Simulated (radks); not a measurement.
Values are calculated unless marked as measured or tabulated.
Ionisation of the ytterbium ion Yb+, [Xe] 4f14 6s1, to Yb2+, [Xe] 4f14, under several functionals. Scalar-relativistic Kohn-Sham, spin-polarised, spherical densities, point nucleus; open shells are filled with parallel spins first (spin-orbit coupling, left out, can overturn this in heavy ions); a radial shooting solver on a logarithmic mesh with Libxc functionals.

functional                                        E(Yb+) (hartree)  Exc (hartree)  IE (eV)  -e(HOMO) (eV)  <r> HOMO (bohr)  IE error (eV)
PBE                                                    -14059.5719      -292.6375   12.440          9.627            3.525         +0.261
LDA (Slater exchange, Perdew-Wang correlation)         -14050.9338      -283.9985   12.652          9.864            3.482         +0.473
RPBE                                                   -14060.0328      -293.1030   12.337          9.524            3.548         +0.158
PW91                                                   -14061.0702      -294.1427   12.486          9.696            3.516         +0.307
B86b exchange with PBE correlation                     -14060.7042      -293.7728   12.456          9.657            3.520         +0.276
LDA (Slater exchange, VWN5 correlation)                -14050.9636      -284.0288   12.656          9.868            3.481         +0.477
LDA (Slater exchange, Perdew-Zunger correlation)       -14050.9372      -284.0023   12.646          9.855            3.483         +0.467

NIST Atomic Spectra Database: 12.179 eV (measured). Closest: RPBE. The Delta-SCF values span 0.32 eV, the total energies 10.14 hartree. The highest occupied level is 6s.
